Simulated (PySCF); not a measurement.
# Interval between two levels of Co by level of theory

Co [Ar] 3d7 4s2 [4F9/2, M_J = 9/2] → Co [Ar] 3d6 4s2 5s1 [6D9/2, M_J = 9/2], as a difference of total energies. Computed with PySCF 2.14 in x2c-TZVPall-2c with one added diffuse shell each of s, p, d type (7s8p5d1f, 63 functions), with the two-component X2C-1e Hamiltonian. Correlated levels: [Ne] frozen; the 6 highest virtual spinors dropped. "Screened" scales the spin-orbit matrix elements by Boettger's factors to mimic the two-electron term; Breit and QED terms are absent.

| method | interval between two levels (cm⁻¹) |
| --- | --- |
| GHF (spin-free) | 65267 |
| GMP2 (spin-free) | 79442 |
| GHF (screened spin-orbit) | 65462 |
| GMP2 (screened spin-orbit) | 79645 |

The labels give the starting determinants; with spin-orbit coupling the two ends relaxed to ⟨J²⟩ = 24.76, ⟨L²⟩ = 12.02, ⟨S²⟩ = 3.76 and ⟨J²⟩ = 24.76, ⟨L²⟩ = 6.02, ⟨S²⟩ = 8.75.

The promoted electron is Rydberg-like, and one or two diffuse shells describe it only roughly, which tends to raise the upper state.
